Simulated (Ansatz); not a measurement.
Cost and result for the atomization energy of C$_{2}$H$_{3}$Al$_{2}$Cl (`C#[C][Al]([AlH2])[Cl]`) (8 atoms, 7 bonds).

Total charge 0; spin multiplicity 1. All single points use the PBE0-D4/def2-TZVP geometry. Program: Ansatz. All runs use 2 threads of an Intel Xeon Platinum 8488C on a shared host. Times are those of one run each, without the atoms' runs, and a repeat can differ threefold. Electronic energies, without spin–orbit coupling; frozen cores. CCSD(T)/CBS adds CCSD(T) − MP2 in def2-TZVPP to the MP2 limit, and its time is that of the two runs behind it. T1 = 0.012. B3LYP takes the VWN-RPA correlation (the form of Gaussian; ORCA's B3LYP/G).

CCSD(T)/CBS is a level of theory with its own doubt, some kJ/mol a heavy atom from the limit and from the frozen cores, so smaller differences don't rank the functionals.

```
                            level  functions  wall time  atomization (kJ/mol)  difference from CCSD(T)/CBS  per bond
           LDA (SPW92)/def2-TZVPP        230      1.5 s                3073.8                        328.3      46.9
               BLYP-D4/def2-TZVPP        230      2.5 s                2709.1                        -36.4      -5.2
                 CCSD(T)/def2-SVP         97      2.8 s                2589.1                       -156.4     -22.3
               PBE0-D4/def2-TZVPP        230      3.4 s                2733.0                        -12.5      -1.8
              BHLYP-D4/def2-TZVPP        230      3.7 s                2650.2                        -95.3     -13.6
          CAM-B3LYP-D4/def2-TZVPP        230      4.2 s                2724.0                        -21.5      -3.1
B3LYP-D4/def2-TZVPP (with forces)        230        6 s                2716.7                        -28.8      -4.1
                B2PLYP/def2-TZVPP        230      6.5 s                2704.5                        -41.0      -5.9
              PBE-QIDH/def2-TZVPP        230      6.5 s                2729.1                        -16.4      -2.3
               ωB97X-V/def2-TZVPP        230      8.5 s                2743.5                         -2.0      -0.3
                   MP2/def2-QZVPP        414       24 s                2785.5                         40.0       5.7
               CCSD(T)/def2-TZVPP        230       64 s                2666.6                        -78.9     -11.3
                CCSD(T)/CBS(def2)          –       87 s                2745.5                          0.0       0.0
```

Leaving LDA and LC-ωPBE aside and taking each functional with its dispersion term where it has one, the values, not all of them listed here, spread over 132.2 kJ/mol, from BHLYP-D4 to B97M-V. LDA lies +315.3 kJ/mol from PBE without D4, its usual overbinding. The D4 term adds +28.4 kJ/mol with B3LYP and +15.2 kJ/mol with PBE0; it sums over pairs of atoms, weighted by their polarisabilities, and B3LYP, whose exchange is more repulsive, gets the larger term. In def2-TZVPP, CCSD(T) changes the Hartree–Fock value by +623.1 kJ/mol (the triples alone add +51.4 kJ/mol) and MP2 by +695.4 kJ/mol; breaking electron pairs costs correlation energy, which Hartree–Fock lacks.
